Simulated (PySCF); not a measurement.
Hf(I)2(NH2)2 (H₄HfI₂N₂), SMILES [NH2][Hf]([NH2])([I])[I], multiplicity 1. Geometry optimised at B3LYP-D3(BJ)/def2-SVP. The multiplicity is an assumed one; other spin states were not compared. The def2 effective core potentials stand for the cores of Hf, I; spin–orbit coupling is left out. Other conformers were not sampled.

Computed equilibrium geometry at B3LYP-D3(BJ)/def2-SVP (PySCF confirms it by a frequency run) as Cartesian coordinates in Å, and its point group (one conformer of several):
point group Cs.
```xyz
9

Hf    -0.0013     0.6896     0.0000
I      0.0060    -0.8057    -2.3110
I      0.0060    -0.8057     2.3110
N      1.5704     1.9439     0.0000
H      2.0577     2.2834    -0.8303
H      2.0577     2.2834     0.8303
N     -1.6290     1.8799     0.0000
H     -2.5868     1.5242     0.0000
H     -1.6607     2.8981     0.0000
```
